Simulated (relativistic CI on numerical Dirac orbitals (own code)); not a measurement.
**Mn¹⁷⁺: q coefficients and field-shift factors**

Calculated at this level of theory: Dirac-Coulomb-Breit CI, orbitals from a KLI potential per configuration, derivatives by finite differences, unscaled Slater integrals, QED left out (own radial code, finite nucleus).

CI space (outside the closed core 1s2): 2s2 2p4, 2s 2p5, 2p6, 2p5 3s, 2p5 3p, 2s2 2p3 3s, 2p5 3d, 2s2 2p3 3p. Levels of other configurations are missing.

With x = (α/α₀)² − 1 an excitation energy changes as ω = ω₀ + qx; K = 2q/ω₀ is the relative enhancement. Terms are leading LS components, so labels can repeat. The field-shift factor is F = δν/δ⟨r²⟩ for the transition from the lowest level.

Lowest level 2s2 2p4 3P_2.

```tsv
Level	ω₀ (cm⁻¹)	q (cm⁻¹)	K	F (GHz/fm²)
2s2 2p4 3P_0	65660	40100	1.22	-0.39
2s2 2p4 3P_1	73332	82610	2.25	-0.129
2s2 2p4 1D_2	152660	71640	0.939	-0.065
2s2 2p4 1S_0	288117	129000	0.895	-2.33
2s 2p5 3P°_2	877021	103600	0.236	-73.8
2s 2p5 3P°_1	929840	150800	0.324	-74
2s 2p5 3P°_0	966313	194500	0.403	-74
2s 2p5 1P°_1	1209729	149800	0.248	-76.4
2p6 1S_0	2053119	215900	0.21	-146
2s2 2p3 3s 5S°_2	6000059	11890	0.00396	25.5
2s2 2p3 3s 3S°_1	6050501	3023	0.000999	25.3
2s2 2p3 3s 3D°_2	6151221	7336	0.00239	25.3
2s2 2p3 3s 3D°_1	6152111	15190	0.00494	25.4
2s2 2p3 3s 3D°_3	6177968	44640	0.0145	25.6
2s2 2p3 3s 1D°_2	6197130	41880	0.0135	25.5
2s2 2p3 3p 5P_1	6224331	18090	0.00581	6.99
2s2 2p3 3p 5P_2	6228089	18660	0.00599	6.98
2s2 2p3 3p 5P_3	6244102	39520	0.0127	6.95
2s2 2p3 3s 3P°_0	6254478	50910	0.0163	23.8
2s2 2p3 3s 3P°_1	6261475	53990	0.0172	23.8
2s2 2p3 3p 3P_1	6277155	16860	0.00537	6.87
2s2 2p3 3p 3P_2	6292115	42940	0.0136	6.97
2s2 2p3 3p 3P_0	6299704	56840	0.018	6.94
```

At this charge energies of transitions that change n are usually good to better than 1 %, and those within a shell (Δn = 0) to a few per cent.
